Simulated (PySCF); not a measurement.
**Working out the excitation energy of C⁺**

C⁺ [He] 2s2 2p1 (2P) → C⁺ [He] 2s1 2p1 3s1 (4P). Calculation: PySCF 2.14, in aug-cc-pwCVDZ (5s4p2d, 27 functions); the non-relativistic Hamiltonian (point nucleus). Frozen: 1s2. Energies in hartree (1 hartree = 27.21139 eV):

```csv
part,C⁺ (lower),C⁺ (upper)
UHF,-37.290765,-36.595934
CCSD correlation,-0.069357,-0.010330
(T),-0.000721,-0.000049
```

Q: What does Hartree-Fock give?

A: (-36.595934) − (-37.290765) = 0.694831 hartree = 18.907 eV.

Q: What do CCSD and CCSD(T) give?

A: The CCSD correlation energies differ by 0.059027 hartree = 1.606 eV and the triples by 0.000672 hartree = 0.018 eV, so CCSD gives 20.513 eV and CCSD(T) 20.531 eV.

A double-zeta basis recovers only part of the correlation energy.
